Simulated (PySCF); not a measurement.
Ti(Cl)2(OSiH3) (Cl2H3OSiTi), SMILES [SiH3][O][Ti+]([Cl])[Cl], charge +1, multiplicity 1.

Coordinates come from a PBE0-D3(BJ)/def2-SVP optimisation. The spin state was assumed, not searched. The isomer is the one that the SMILES or the coordinates give; other isomers of the formula were not compared. The values are those of a single conformer.

Computed with PBE0-D3(BJ)/def2-SVP (PySCF 2.14.0).

Frequencies are harmonic and unscaled.

**Question.** List the normal modes with their intensities. (An estimate is asked for; the answer gives what the named calculation found.)

**Answer.** 
| mode | ν (cm⁻¹) | IR (km/mol) | Raman (Å⁴/amu) | depolarisation | moving atoms (share of kinetic energy) |
|---|---|---|---|---|---|
| 1 | 21 | 0.0 | 0.1 | 0.75 | H 98 % |
| 2 | 48 | 1.2 | 1.8 | 0.75 | Cl 46 %, Si 29 %, H 10 %, O 9 % |
| 3 | 64 | 5.7 | 2.2 | 0.34 | Cl 32 %, Si 23 %, Ti 21 %, O 17 % |
| 4 | 125 | 4.2 | 5.0 | 0.74 | Cl 77 %, Ti 17 % |
| 5 | 211 | 21.1 | 2.0 | 0.73 | O 62 %, Ti 20 %, Cl 10 %, H 8 % |
| 6 | 233 | 1.9 | 4.4 | 0.75 | O 68 %, Cl 21 % |
| 7 | 427 | 46.4 | 8.0 | 0.06 | Si 39 %, Cl 35 %, Ti 22 % |
| 8 | 522 | 22.5 | 9.2 | 0.07 | Ti 42 %, Cl 34 %, Si 19 % |
| 9 | 555 | 135.4 | 2.9 | 0.75 | Ti 54 %, Cl 45 % |
| 10 | 673 | 48.9 | 8.6 | 0.75 | H 85 %, O 8 % |
| 11 | 677 | 51.1 | 8.1 | 0.74 | H 84 %, O 9 % |
| 12 | 888 | 752.7 | 93.5 | 0.35 | H 75 %, O 12 %, Si 10 % |
| 13 | 922 | 53.2 | 23.0 | 0.75 | H 96 % |
| 14 | 925 | 54.3 | 19.3 | 0.72 | H 96 % |
| 15 | 1070 | 316.3 | 65.1 | 0.17 | O 70 %, H 17 %, Ti 13 % |
| 16 | 2290 | 7.9 | 343.0 | 0.01 | H 99 % |
| 17 | 2323 | 33.2 | 118.7 | 0.70 | H 95 % |
| 18 | 2323 | 31.2 | 69.6 | 0.75 | H 95 % |
